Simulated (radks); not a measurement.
Results of a calculation; reference values are marked as such.
Coulomb parameter of the 5d shell of the tantalum ion Ta2+ in the model configuration [Xe] 4f14 5d2 6p1, as a second difference U = [E(n + 0.5) + E(n - 0.5) - 2 E(n)] / (0.5)^2 with all orbitals relaxed. "Bare": the charge of the atom changes with n. "Screened": the 6p shell takes up the change at fixed total charge, which measures U(5d,5d) + U(6p,6p) - 2 U(5d,6p). Level of theory: scalar-relativistic Kohn-Sham, PBE, spin-unpolarised, spherical densities, finite nucleus; Fermi nuclear charge, rms radius 5.3507 fm (a radial shooting solver on a logarithmic mesh with Libxc functionals).

case                   configuration  E - E(n) (eV)
start              [Xe] 4f14 5d2 6p1          0.000
bare +0.5        [Xe] 4f14 5d2.5 6p1         -9.428
bare -0.5        [Xe] 4f14 5d1.5 6p1         12.048
screened +0.5  [Xe] 4f14 5d2.5 6p0.5         -3.457
screened -0.5  [Xe] 4f14 5d1.5 6p1.5          3.854

U(bare) = 10.481 eV, U(screened by 6p) = 1.588 eV, against the Slater integral F0(5d,5d) = 12.981 eV with frozen orbitals.
